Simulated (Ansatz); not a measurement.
Molecule: C$_{2}$H$_{7}$GeO, net charge 0, doublet state. It need not be the lowest isomer of its formula. 
Coordinates optimised at B3LYP-D3(BJ)/def2-TZVP (Ansatz, a program for electronic structure):
```xyz
11

C     -2.4790    -0.1652     0.1334
C     -1.2986    -0.4245     1.0535
O     -0.1487    -0.8556     0.3376
Ge     0.9791     0.3279    -0.4048
H     -2.2632     0.6573    -0.5524
H     -2.7014    -1.0538    -0.4589
H     -3.3661     0.0981     0.7139
H     -1.5386    -1.2271     1.7567
H     -1.0729     0.4715     1.6458
H      2.2655    -0.5109    -0.6323
H      1.2017     1.4545     0.6576
```
Charge 0, spin multiplicity 2.

Total electronic energies in hartree. Correlated levels leave the core frozen unless marked. Open shells are spin-unrestricted. No spin-orbit coupling. The frozen core is the preceding noble-gas configuration, with the filled d and f shells of earlier blocks. No relativistic terms. Basis-set limits of correlation are two-point, X^-3; Hartree-Fock from the larger set. The bracket is a focal-point correction in the basis named.

```json
[
 {"level": "HF/STO-3G", "program": "Ansatz", "energy (Eh)": "-2204.45075"},
 {"level": "HF/6-31G*", "program": "Ansatz", "energy (Eh)": "-2229.71586"},
 {"level": "RI-HF/aug-cc-pVTZ", "program": "Ansatz", "energy (Eh)": "-2230.11413"},
 {"level": "RI-HF/cc-pVTZ", "program": "Ansatz", "energy (Eh)": "-2230.11139"},
 {"level": "RI-HF/aug-cc-pVQZ", "program": "Ansatz", "energy (Eh)": "-2230.12746"},
 {"level": "PBE-D3(BJ)/def2-TZVPD", "program": "Ansatz + dftd3", "energy (Eh)": "-2232.17416"},
 {"level": "PBE-D4/def2-TZVPD", "program": "Ansatz + dftd4", "energy (Eh)": "-2232.17409"},
 {"level": "revPBE-D3(BJ)/def2-TZVPD", "program": "Ansatz + dftd3", "energy (Eh)": "-2232.48766"},
 {"level": "PBE0/def2-TZVPD", "program": "Ansatz", "energy (Eh)": "-2232.23441"},
 {"level": "BHLYP/def2-TZVPD", "program": "Ansatz", "energy (Eh)": "-2232.56767"},
 {"level": "r2SCANh/def2-TZVPD", "program": "Ansatz", "energy (Eh)": "-2232.56605"},
 {"level": "B2GP-PLYP-D4/def2-TZVPD", "program": "Ansatz + dftd4", "energy (Eh)": "-2231.95782"},
 {"level": "B2GP-PLYP/def2-TZVPD", "program": "Ansatz", "energy (Eh)": "-2231.95475"},
 {"level": "RPA@PBE/cc-pVQZ", "program": "Ansatz", "energy (Eh)": "-2231.33402"},
 {"level": "MP2/6-31G*", "program": "Ansatz", "energy (Eh)": "-2230.22824"},
 {"level": "RI-MP2/aug-cc-pVQZ", "program": "Ansatz", "energy (Eh)": "-2230.87678"},
 {"level": "RI-MP2/cc-pVQZ", "program": "Ansatz", "energy (Eh)": "-2230.86973"},
 {"level": "RI-MP2/CBS(aug-cc-pVTZ,aug-cc-pVQZ)", "program": "Ansatz", "energy (Eh)": "-2230.9065"},
 {"level": "SCS-MP2/aug-cc-pVDZ", "program": "Ansatz", "energy (Eh)": "-2230.58842"},
 {"level": "SCS-MP2/cc-pVQZ", "program": "Ansatz", "energy (Eh)": "-2230.87839"},
 {"level": "CCSD/cc-pVQZ", "program": "Ansatz", "energy (Eh)": "-2230.90288"},
 {"level": "RI-MP2/CBS(cc-pVTZ,cc-pVQZ)+[CCSD(T)-MP2]/cc-pVTZ", "program": "Ansatz", "energy (Eh)": "-2230.9732"},
 {"level": "CCSD(T)/CBS(cc-pVTZ,cc-pVQZ)", "program": "Ansatz", "energy (Eh)": "-2230.9655"}
]
```

Totals of different functionals don't rank their quality; only differences between species are comparable.
